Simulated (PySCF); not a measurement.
C2H5FN2Si.

```xyz
11

N      2.0122     0.5012     0.4040
Si     0.4095     0.8741    -0.0575
C     -1.0287     0.5084     1.1229
N     -1.5576    -0.4414     0.4322
C     -0.7138    -0.5274    -0.7688
F     -0.1337    -1.7652    -0.8656
H      2.2808    -0.3994     0.7804
H      2.8046     1.0769     0.1535
H      0.4712     2.2145    -0.7180
H     -1.4842     0.8231     2.0740
H     -1.3291    -0.3699    -1.6728
```
Charge 0, spin multiplicity 1.

The structure is a stationary point at PBE0-D3(BJ)/def2-SVP. The structure was generated by enumeration; whether it is a known compound was not checked. One conformer was computed; it need not be the lowest.

Calculation: PBE/pcSseg-1 (PySCF). Non-relativistic, no solvent.

Computed absolute GIAO shielding of each atom: isotropic value and principal components (ppm):
| atom | σ(iso) | σ11 | σ22 | σ33 | span |
|---|---|---|---|---|---|
| N1 | 236.3 | 219.9 | 238.0 | 251.2 | 31.3 |
| Si2 | 342.2 | 265.5 | 337.9 | 423.1 | 157.6 |
| C3 | -24.4 | -136.1 | -36.4 | 99.4 | 235.5 |
| N4 | -255.5 | -729.3 | -208.2 | 171.0 | 900.3 |
| C5 | 58.2 | 25.9 | 69.9 | 78.7 | 52.9 |
| F6 | 348.1 | 268.3 | 341.1 | 434.8 | 166.5 |
| H7 | 30.0 | 23.3 | 27.2 | 39.4 | 16.1 |
| H8 | 29.9 | 23.3 | 25.2 | 41.1 | 17.8 |
| H9 | 25.2 | 23.2 | 23.8 | 28.5 | 5.4 |
| H10 | 22.3 | 18.0 | 23.7 | 25.2 | 7.2 |
| H11 | 24.7 | 22.1 | 24.7 | 27.5 | 5.4 |
